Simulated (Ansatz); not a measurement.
Relaxation of CH$_{2}$ClNSi (6 atoms, charge 0, multiplicity 1), to a largest force component of 0.02 eV/Å in at most 50 steps.

Level of theory: Ansatz, RHF/def2-SVP.

```xyz
6
Properties=species:S:1:pos:R:3:forces:R:3
Cl -0.455 -2.053 -1.082 0.20 -0.25 -0.34
Si 0.287 -0.197 -0.622 -0.66 0.17 -2.22
C 0.088 0.339 1.012 6.48 -1.25 5.59
N -0.845 0.705 0.402 -6.00 2.17 -2.86
H 0.498 0.686 -1.811 0.51 -0.78 0.44
H 0.469 0.455 2.055 -0.52 -0.06 -0.61
```

Problem. Where does it end, and by what steps?

Solution. The forces met the threshold. After 6 steps the energy has fallen by 0.698 eV; Si2 moved furthest, 0.23 Å.

| step | energy less start (eV) | largest force component (eV/Å) | accepted |
| --- | --- | --- | --- |
| 0 | 0.0000 | 6.477 | yes |
| 1 | -0.5790 | 1.255 | yes |
| 2 | -0.6610 | 0.622 | yes |
| 3 | -0.6830 | 0.581 | yes |
| 4 | -0.6958 | 0.343 | yes |
| 5 | -0.6982 | 0.059 | yes |
| 6 | -0.6983 | 0.019 | yes |

```xyz
6
Properties=species:S:1:pos:R:3
Cl -0.398 -2.059 -1.208
Si 0.062 -0.140 -0.648
C 0.171 0.365 1.033
N -0.947 0.687 0.518
H 0.637 0.557 -1.792
H 0.517 0.526 2.052
```

Time of the run: 10 s on 1 thread of Arm Neoverse V2, on a shared host, peak memory 0.15 GiB.
